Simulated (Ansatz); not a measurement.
A structure relaxed at PBE0-D4/def2-TZVP, charge 0, multiplicity 1:

Cartesian coordinates in Å:
```
Se 1.549 -0.365 0.741
In -1.274 0.132 -0.073
H 2.051 0.882 0.151
H 1.879 -1.115 -0.477
H -1.256 -1.066 -1.323
H -1.950 -0.258 1.469
H -0.998 1.789 -0.488
```

**Question.** Give its formula and SMILES.

**Answer.** H5InSe, `[SeH2+][InH3-]`.

**Question.** Point group (tolerance 0.08 Å, 0.16 Å for H)?

**Answer.** Cs.

**Question.** Summarise the bond lengths by kind.

**Answer.** 1 × In–Se 2.980 Å; 2 × H–Se 1.468 Å; 3 × H–In 1.728 to 1.731 Å.

All numbers were calculated with Ansatz.
